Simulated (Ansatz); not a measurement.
Reaction (SMILES): [SiH3]OCCO[SiH3] -> C[Si](C)(O)[SiH2]O
Geometries: B3LYP-D3(BJ)/def2-TZVP minima from Ansatz (a program for electronic structure), one conformer each, not searched for the lowest.

Quantity: isomerisation energy (electronic energy difference), in eV. Cores are frozen in the correlated levels unless marked. No spin-orbit coupling. Non-relativistic unless marked X2C. CBS marks a two-point X^-3 extrapolation of the correlation energy; Hartree-Fock from the larger set.

| level | program | isomerisation energy (eV) | minus last row |
|---|---|---|---|
| HF/cc-pV(D+d)Z | Ansatz | -1.49 | 0.70 |
| HF/cc-pwCVTZ | Ansatz | -1.61 | 0.58 |
| BLYP/def2-TZVPD | Ansatz | -1.94 | 0.25 |
| PBE0-D3(BJ)/def2-TZVP | Ansatz + dftd3 | -2.22 | -0.03 |
| PBE0-D3(BJ)/def2-TZVPD | Ansatz + dftd3 | -2.25 | -0.06 |
| PBE0/def2-TZVP | Ansatz | -2.16 | 0.03 |
| PBE0/def2-QZVPP | Ansatz | -2.25 | -0.06 |
| BHLYP/def2-TZVPD | Ansatz | -1.86 | 0.33 |
| HSE06-D4/def2-TZVPD | Ansatz + dftd4 | -2.24 | -0.05 |
| wB97X/def2-TZVPD | Ansatz | -2.06 | 0.13 |
| B2GP-PLYP/def2-TZVPD | Ansatz | -2.00 | 0.19 |
| MP2/cc-pVTZ | Ansatz | -2.21 | -0.02 |
| SCS-MP2/cc-pV(D+d)Z | Ansatz | -1.66 | 0.53 |
| SCS-MP2/aug-cc-pV(T+d)Z | Ansatz | -2.03 | 0.16 |
| CCSD/6-31G | Ansatz | -2.31 | -0.12 |
| CCSD/cc-pwCVTZ | Ansatz | -2.03 | 0.16 |
| CCSD(T)/aug-cc-pV(D+d)Z | Ansatz | -2.01 | 0.18 |
| CCSD(T)/cc-pV(Q+d)Z | Ansatz | -2.15 | 0.04 |
| X2C-CCSD(T)/cc-pVTZ-DK | Ansatz | -2.11 | 0.08 |
| CCSD(T) with core electrons (1s frozen past Ne)/cc-pwCVTZ | Ansatz | -2.11 | 0.08 |
| CCSD(T)/CBS(cc-pV(T+d)Z,cc-pV(Q+d)Z) | Ansatz | -2.19 | 0.00 |
